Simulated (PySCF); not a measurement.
# Structure elucidation problem

An unknown has the formula C$_{4}$H$_{16}$N$_{2}$OSi$_{2}$. Its calculated NMR data are:

¹H NMR (400 MHz, computed): δ 4.73 (s, 1H), 2.78 (s, 3H), 0.55 (br s, 2H), 0.24 (br s, 1H), 0.13 (s, 9H).

¹³C{¹H} NMR (computed): δ 30.1 (CH3), 3.0 (CH3, 3C).

PySCF 2.14 calculation with coordinates at the GFN2-xTB level and shielding tensors at PBE0/pcSseg-1 (GIAO); single conformer, one averaged value for each set of equivalent atoms, no solvent, relativity neglected.

References, each an isolated molecule treated in the same way: TMS for ¹H (σref 31.72), ¹³C (σref 186.93).

Question: Which of these isomers gave the spectra?
A. CC(C)O[Si@H](C)[SiH](N)N
B. CN[Si@@H](N)O[Si](C)(C)C
C. CN[Si@](N)([SiH3])OC(C)C

Answer: B. 

- The formula gives 0 degrees of unsaturation.
- 2 carbon signals for 4 carbons: some carbons are equivalent by symmetry or fast rotation.
- Carbon types of the structure: 4 × CH3, leaving 4 H on heteroatoms.
- δC 30.1: methyl carbon bonded to N; deshielded by the electronegative neighbour.
- δC 3.0: methyl carbon bonded to Si; an electropositive neighbour leaves it electron-rich and shielded.
- δH 2.78: hydrogen on a methyl carbon bonded to N; its carbon carries N, an electronegative neighbour.
- δH 0.55: hydrogen on a nitrogen bonded to Si; exchangeable, gas-phase position.
- δH 0.24: hydrogen on a nitrogen bonded to C, Si; exchangeable; this is the value without hydrogen bonding to other molecules.

The others: CN[Si@](N)([SiH3])OC(C)C would give 4 carbon signals, not 2; CC(C)O[Si@H](C)[SiH](N)N would give 4 carbon signals, not 2.

Exchangeable OH/NH protons stand at their gas-phase positions; hydrogen bonding in a real sample shifts them, mostly to higher δ. Shifts are as computed. Against solution values, carbons near 30 ppm lie about +3 ppm off and those near 130 ppm about +5 ppm. Of 1211 compounds with measured shifts, 218 miss one by over three times the rms of a fit or turn the order of signals round; such compounds aren't used in these exercises. Multiplicities follow the n + 1 count of equivalent neighbours, as no J values were calculated; m marks all less simple cases, F and P coupling included.
